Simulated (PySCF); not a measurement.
Species: BrH₆OPSi₂.
Structure used (PBE0-D3(BJ)/def2-SVP), in Å, numbered top down from 1:
```
atom  x, y, z in Å
P1     2.581   -0.537    0.750
Si2    0.821    0.436   -0.267
O3    -0.547   -0.217    0.435
Si4   -2.188   -0.133    0.437
Br5   -2.898    0.517   -1.572
H6     2.515   -1.713   -0.060
H7     3.505    0.120   -0.124
H8     0.882    1.905   -0.005
H9     0.772    0.200   -1.739
H10   -2.661    0.877    1.420
H11   -2.746   -1.480    0.710
```

Computed, not measured: PySCF 2.14.0, PBE0-D3(BJ)/def2-SVP geometry optimisation, gas phase.

Masses are those of the commonest isotopes; rigid-rotor values at the optimised geometry. The values belong to one conformer with, in the numbering `[PH2:1][SiH2:2][O:3][SiH2:4][Br:5]`, H–P1–Si2–O3 82° and 175°, P1–Si2–O3–Si4 177°, Si2–O3–Si4–Br5 29°.

Q: What are A, B and C (GHz)?

A: Ia = 107.40, Ib = 996.84, Ic = 1076.52 u·Å²; 505379 MHz·u·Å²/I gives 4706, 507.0 and 469.5 MHz, that is A = 4.7056, B = 0.5070, C = 0.4695 GHz.

Q: Classify the top.

A: A near-prolate asymmetric top: κ = (2 × 507.0 − 4706 − 469.5)/(4706 − 469.5) = -0.98.

Q: Is it planar, by Δ = Ic − Ia − Ib?

A: Not planar: Δ = Ic − Ia − Ib = -27.72 u·Å². For a rigid frame Δ = −2 Σ m c², so Σ m c² = 13.86 u·Å² lies off the ab plane: 9.06 from hydrogen and 4.81 from heavier atoms. The atom farthest from that plane is 1.79 Å away.

Q: Give the other two planar moments, Paa and Pbb, and the rms extents of the mass along the axes.

A: Paa = Σ m a² = (Ib + Ic − Ia)/2 = 982.98 and Pbb = Σ m b² = (Ia + Ic − Ib)/2 = 93.54 u·Å². With the mass M = 187.89 u, the rms extents √(P/M) along a, b and c are 2.29, 0.71, 0.27 Å.

Q: List the rotational levels J(Ka,Kc) to J = 3 (MHz).

A: Above 0(0,0):
J = 1: 1(0,1) 976, 1(1,1) 5175, 1(1,0) 5213
J = 2: 2(0,2) 2929, 2(1,2) 7090, 2(1,1) 7203, 2(2,1) 19799, 2(2,0) 19799
J = 3: 3(0,3) 5857, 3(1,3) 9963, 3(1,2) 10188, 3(2,2) 22728, 3(2,1) 22729, 3(3,1) 43815, 3(3,0) 43815

Q: Which lines would a microwave search look for?

A: The dipole components are |μa| = 0.53 D, |μb| = 0.15 D, |μc| = 0.11 D. Intensities carry the squares of the components, which stand as 1.00 : 0.08 : 0.05 (a : b : c). Some lines, for components of 0.1 D or more:

```csv
type,branch,"J(Ka,Kc)",MHz,lower level (cm⁻¹)
a,R,"1(0,1) ← 0(0,0)",976,0.000
a,R,"2(1,2) ← 1(1,1)",1915,0.173
a,R,"2(0,2) ← 1(0,1)",1953,0.033
a,R,"2(1,1) ← 1(1,0)",1990,0.174
c,Q,"2(1,2) ← 2(0,2)",4161,0.098
c,Q,"1(1,1) ← 1(0,1)",4199,0.033
b,Q,"1(1,0) ← 1(0,1)",4236,0.033
b,Q,"2(1,1) ← 2(0,2)",4274,0.098
b,R,"1(1,1) ← 0(0,0)",5175,0.000
c,R,"1(1,0) ← 0(0,0)",5213,0.000
b,R,"2(1,2) ← 1(0,1)",6114,0.033
c,R,"2(1,1) ← 1(0,1)",6227,0.033
c,Q,"2(2,1) ← 2(1,1)",12596,0.240
b,Q,"2(2,0) ← 2(1,1)",12596,0.240
b,Q,"2(2,1) ← 2(1,2)",12708,0.237
b,R,"2(2,1) ← 1(1,0)",14586,0.174
c,R,"2(2,0) ← 1(1,0)",14587,0.174
c,R,"2(2,1) ← 1(1,1)",14624,0.173
b,R,"2(2,0) ← 1(1,1)",14624,0.173
```

Q: Estimate the classical rotational partition function at 50 K, 100 K and 200 K.

A: Point group C1, symmetry number σ = 1; q = (√π/σ)·√((kT/h)³/(ABC)), k/h = 20836.6 MHz/K: 56300 at 50 K, 159000 at 100 K, 451000 at 200 K.

No PBE0-D3(BJ)/def2-SVP frequencies stand behind this structure, so it isn't proved a minimum. These are rigid-rotor constants of the computed structure; measured ground-state constants (B0) also hold zero-point vibration. Quadrupole hyperfine structure (79Br) is left out.
